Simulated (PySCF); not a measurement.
# Te: ionisation energy

Te [Kr] 4d10 5s2 5p4 [5p1/2^2 5p3/2^2, M_J = 2] → Te⁺ [Kr] 4d10 5s2 5p3 [5p1/2^2 5p3/2^1, M_J = 3/2], as a difference of total energies. Calculation: PySCF 2.14, in x2c-SVPall-2c with one added diffuse shell each of s, p type (7s9p4d, 54 functions); the two-component X2C-1e Hamiltonian. Correlated levels: [Ar] 3d10 frozen; the 6 highest virtual spinors dropped. "Screened" scales the spin-orbit matrix elements by Boettger's factors to mimic the two-electron term; Breit and QED terms are absent.

```
                    method  ionisation energy (eV)
           GHF (spin-free)                   7.673
          GMP2 (spin-free)                   8.184
 GHF (screened spin-orbit)                   7.917
GMP2 (screened spin-orbit)                   8.408
```

The spin-free rows relax to the high-spin LS determinant and lack the spin-orbit shift.

Errors of the correlated levels include the incompleteness of this basis and the frozen core.

The labels give the starting determinants; with spin-orbit coupling the two ends relaxed to ⟨J²⟩ = 6.02, ⟨L²⟩ = 2.28, ⟨S²⟩ = 1.90 and ⟨J²⟩ = 3.75, ⟨L²⟩ = 0.10, ⟨S²⟩ = 3.65.

Which method comes closest to the reference value, and which is furthest?

The reference is 9.010 eV (measured; NIST Atomic Spectra Database, ionization energies). Closest: GMP2 (screened spin-orbit) (error -0.602 eV); furthest: GHF (spin-free) (error -1.337 eV).
